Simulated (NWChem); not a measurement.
# H4BO3 cation; SMILES [OH2+]B(O)O

```xyz
8

O      1.3958     0.0257     0.0350
B      0.0865     0.1730    -0.0109
O     -0.6707     1.2465    -0.0240
O     -0.5340    -1.1984    -0.0549
H      1.9373     0.8234     0.1062
H     -1.6310     1.2787     0.0181
H      0.0729    -1.9630    -0.0882
H     -1.4468    -1.4156    -0.3089
```
Atoms are numbered in this order, from 1.

Computed with NWChem. All runs use the structure optimised with PBE0/def2-SVP. B3LYP is NWChem's, with the RPA form of VWN correlation. Atomic charges in e: unrestrained fits to the electrostatic potential beside Mulliken populations; buried atoms are poorly determined by the fit.

Q: Estimate the computed values for B3LYP/def2-SVP. Quantities: ESP O1; Mulliken O1; ESP B2; Mulliken B2; ESP O3; Mulliken O3; ESP O4; Mulliken O4; relative RMS misfit of the potential (%).

A: 
| Item | Value |
|---|---|
| ESP O1 | -0.61 |
| Mulliken O1 | -0.07 |
| ESP B2 | 0.85 |
| Mulliken B2 | 0.09 |
| ESP O3 | -0.64 |
| Mulliken O3 | -0.05 |
| ESP O4 | -0.57 |
| Mulliken O4 | -0.01 |
| relative RMS misfit of the potential (%) | 2 |
